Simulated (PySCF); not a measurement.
From one molecule to another.

First species: C4H6ClF3Si.
SMILES with atom numbers: `[F:1][C:2]([F:3])([F:4])[CH2:5][C@:6]1([Cl:7])[CH2:8][SiH2:9]1` (hydrogens: H10, H11 on C5; H12, H13 on C8; H14, H15 on Si9)

Second species: C4H3FN2Si.
SMILES: `N#C/C=C(\C#N)[SiH2]F`

Levels: CAM-B3LYP/def2-SVPD for dipole moment, HOMO energy, LUMO energy, HOMO–LUMO gap, static isotropic polarisability and electronic spatial extent ⟨r²⟩ about the centre of nuclear charge; TDDFT CAM-B3LYP/def2-SVPD for lowest singlet excitation; TDA CAM-B3LYP/def2-SVPD for lowest triplet excitation (Tamm–Dancoff); GFN2-xTB for rotational constant A and rotational constant C. Geometries: GFN2-xTB. All species are isolated and taken at one optimised geometry, non-relativistic unless stated; the electronic structure was computed with PySCF and density fitting.

Dipoles, sizes and rotational constants follow the conformer. The torsions of the flexible species, by atom-mapped SMILES:
- `[F:1][C:2]([F:3])([F:4])[CH2:5][C@:6]1([Cl:7])[CH2:8][SiH2:9]1`: F1–C2–C5–C6 -54°, C2–C5–C6–Cl7 -73°
- `[N:1]#[C:2]/[CH:3]=[C:4](\[C:5]#[N:6])[SiH2:7][F:8]`: C3–C4–Si7–F8 0°

| property | column X | column Y |
| --- | --- | --- |
| dipole moment | 4.85 D | 3.48 D |
| HOMO energy | -10.17 eV | -8.56 eV |
| LUMO energy | -2.23 eV | 0.39 eV |
| HOMO–LUMO gap | 7.94 eV | 8.95 eV |
| lowest singlet excitation | 5.38 eV | 5.88 eV |
| lowest triplet excitation (Tamm–Dancoff) | 3.07 eV | 4.82 eV |
| static isotropic polarisability | 80.7 au | 89.1 au |
| electronic spatial extent ⟨r²⟩ about the centre of nuclear charge | 1292 bohr² | 1613 bohr² |
| rotational constant A | 2.640 GHz | 1.693 GHz |
| rotational constant C | 0.797 GHz | 0.710 GHz |

Question: Which column belongs to which species?

Answer: Column X is the second species and column Y the first. The first has 15 atoms and 88 electrons, the second 11 and 64.

Question: How does each property change from the first species to the second?

Answer: dipole moment +1.37 D; HOMO energy -1.61 eV; LUMO energy -2.62 eV; HOMO–LUMO gap -1.01 eV; lowest singlet excitation -0.50 eV; lowest triplet excitation (Tamm–Dancoff) -1.75 eV; static isotropic polarisability -8.4 au; electronic spatial extent ⟨r²⟩ about the centre of nuclear charge -321 bohr²; rotational constant A +0.947 GHz; rotational constant C +0.087 GHz.

On the first: In atomic units the dipole is 1.37 e·bohr (1 au = 2.5417 D). The polarisability is 13.21 Å³ as a volume (1 au = 0.148185 Å³), or 1.01 au for each of the 88 electrons.

On the second: The dipole matches unit charges of opposite sign 1.01 Å apart (1 e·Å = 4.8032 D). No computed singlet falls in the visible range (750 to 380 nm, 1.65 to 3.26 eV); S1 lies 2.12 eV above its blue end.
